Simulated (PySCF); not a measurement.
Ge(H)2(Cl)(Et) (C2H7ClGe), SMILES [Cl][GeH2][CH2]C.

Coordinates come from a PBE0-D3(BJ)/def2-SVP optimisation. One conformer was computed; it need not be the lowest.

The numbers are results of PBE/def2-TZVP (PySCF), not measurements.

The molecule is in vacuum.

```yaml
total_energy: -2617.08896 hartree
highest_occupied_level: -6.98 eV
lowest_empty_level: -0.84 eV
orbital_gap: 6.13 eV
dipole_moment: 2.42 D
quadrupole, principal values (traceless, Buckingham form, about the centre of nuclear charge): -1.83, 0.30, 1.53 D·Å
mean_static_polarisability: 68.5 bohr³ (10.15 Å³)
polarisability_principal_values: 59.2, 70.0, 76.3 bohr³
```
